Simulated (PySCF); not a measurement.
Electron correlation in As²⁺ (arsenic, charge +2)

[Ar] 3d10 4s2 4p1, 2P determinant. All numbers are calculated (PySCF 2.14, no relativity, point nucleus, in def2-TZVP (6s5p4d1f, 48 functions)). Frozen: [Ar] 3d10; 3 electrons correlated.

MP2 pair energies summed by pair of shells (mhartree):

| pair | energy | share (%) |
| --- | --- | --- |
| 4s-4s | -22.47 | 55.5 |
| 4s-4p | -18.03 | 44.5 |

Total MP2 correlation energy: -40.50 mhartree.

Same-spin part -2.60 and opposite-spin part -37.90 mhartree; SCS-MP2 scales them by 1/3 and 6/5 to -46.35 mhartree.

```
  level  correlation energy (mhartree)
   CCSD                         -54.96
    (T)                          -0.76
CCSD(T)                         -55.72
```

Diagnostics: T1 = 0.0090, D1 = 0.0208, largest double amplitude 0.099.

Cost of the coupled-cluster step: 0.75 s of wall time on 1 thread of Neoverse-N1 (shared host), for 3 correlated electrons.

Iterations:

```
CC2 = 0
CCSD nocc = (np.int64(2), np.int64(1)), nmo = (34, 34)
frozen orbitals [[0, 1, 2, 3, 4, 5, 6, 7, 8, 9, 10, 11, 12, 13], [0, 1, 2, 3, 4, 5, 6, 7, 8, 9, 10, 11, 12, 13]]
max_cycle = 100
direct = 0
conv_tol = 1e-08
conv_tol_normt = 1e-06
diis_space = 8
diis_start_cycle = 0
Init t2, MP2 energy = -0.0405024842019957
Init E_corr(UCCSD) = -0.0405024842066982
cycle = 1  E_corr(UCCSD) = -0.0499435838274021  dE = -0.00944109962  norm(t1,t2) = 0.0443413
cycle = 2  E_corr(UCCSD) = -0.0529736295969456  dE = -0.00303004577  norm(t1,t2) = 0.0178869
cycle = 3  E_corr(UCCSD) = -0.0549696682390223  dE = -0.00199603864  norm(t1,t2) = 0.00787142
cycle = 4  E_corr(UCCSD) = -0.0549527160335032  dE = 1.69522055e-05  norm(t1,t2) = 0.000824588
cycle = 5  E_corr(UCCSD) = -0.0549618627883464  dE = -9.14675484e-06  norm(t1,t2) = 8.48674e-05
cycle = 6  E_corr(UCCSD) = -0.0549596159440946  dE = 2.24684425e-06  norm(t1,t2) = 1.24213e-05
cycle = 7  E_corr(UCCSD) = -0.054960485524335  dE = -8.6958024e-07  norm(t1,t2) = 3.07684e-06
cycle = 8  E_corr(UCCSD) = -0.0549602600722836  dE = 2.25452051e-07  norm(t1,t2) = 8.41294e-07
cycle = 9  E_corr(UCCSD) = -0.0549602654715427  dE = -5.39925903e-09  norm(t1,t2) = 8.89997e-08
UCCSD converged
E(UCCSD) = -2233.241168139881  E_corr = -0.05496026547154267
UCCSD(T) correction = -0.000759830631826447
```
